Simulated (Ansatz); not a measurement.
A made-up structure of CH₃BZn, closed shell:

C1  (-0.789, 0.018, -0.849)
B2  (-0.025, 0.000, -0.027)
Zn3  (1.094, -0.026, 1.177)
H4  (-1.132, -0.962, -1.202)
H5  (-1.094, 1.014, -1.193)
H6  (1.945, -0.045, 2.093)
(Å)

It is relaxed with PBE-D4/def2-SVP and then PBE0-D4/def2-TZVP (Ansatz 0.2.0). Atoms count as bonded within 1.22 times the sum of their covalent radii (H–H: 0.88 Å). The end point is not checked to be a true minimum.

(1) Does its bonding change? (Judge from chemistry; the calculation decides.)

Answers

(1) By the calculation: No: no bond forms or breaks.

Where it ends: The first stage lowers the energy by 5.64 eV in 8 steps. It ends as CH₃BZn ([CH2][B][ZnH]):
| atom | x (Å) | y (Å) | z (Å) |
| --- | --- | --- | --- |
| C1 | -0.9735 | 0.0226 | -1.0476 |
| B2 | -0.0305 | 0.0006 | -0.0330 |
| Zn3 | 1.3504 | -0.0314 | 1.4530 |
| H4 | -1.3915 | -0.8827 | -1.4820 |
| H5 | -1.3565 | 0.9466 | -1.4748 |
| H6 | 2.4016 | -0.0557 | 2.5844 |

Labels in which every atom is bracketed show which atoms are joined, not bond orders.

For scale, one of the runs: PBE0-D4/def2-TZVP relaxation, 128 basis functions, launched by `ansatz run in.yaml --threads 2 --pin off --events-out ev --progress --plain --max-ram 4352MiB`. The run took about 16 s on 2 CPU threads of an Arm Neoverse V2 (shared host).
